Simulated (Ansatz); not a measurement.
Reaction (ligand exchange at a Zn–N bond): `[OH][Zn][N]([SiH3])[SiH3]` + `CNC` → `C[N](C)[Zn][OH]` + `[SiH3]N[SiH3]`

Program: Ansatz. Geometries: PBE0-D4/def2-TZVP. ΔE: electronic, gas phase. CCSD(T)/CBS is the MP2 limit (def2-TZVPP, def2-QZVPP) plus CCSD(T) − MP2 in def2-TZVPP, frozen cores. This one scheme is used for every species. DFT in def2-TZVPP. For Zn outer-core shells are correlated without core-valence functions, which leaves a few kJ/mol of doubt a bond. Scalar relativity is left out up to krypton. One conformer a species, not always the lowest.

```json
{"level": "PBE0-D4", "ΔE (kcal/mol)": "8.6"}
{"level": "BHLYP", "ΔE (kcal/mol)": "8.3"}
```

(1) What does CCSD(T)/CBS give? (Best estimate.)

Largest T1 diagnostic among the species: 0.016.

Answers

(1) Ansatz gave: +9.2 kcal/mol. The listed levels differ from it by -0.6, -0.9 kcal/mol.

From BLYP to BHLYP (50 % exact exchange), in def2-TZVPP and without D4, ΔE moves by +2.2 kcal/mol. At CCSD(T), def2-SVP lies +2.0 kcal/mol from the extrapolated value and def2-TZVPP +0.1 kcal/mol. In def2-TZVPP, CCSD(T) changes the Hartree–Fock value by −1.1 kcal/mol (the triples alone add +0.0 kcal/mol) and MP2 by −1.4 kcal/mol.

CCSD(T)/CBS has its own doubt, a few kJ/mol and more with outer-core shells, so smaller differences from it don't rank the levels.
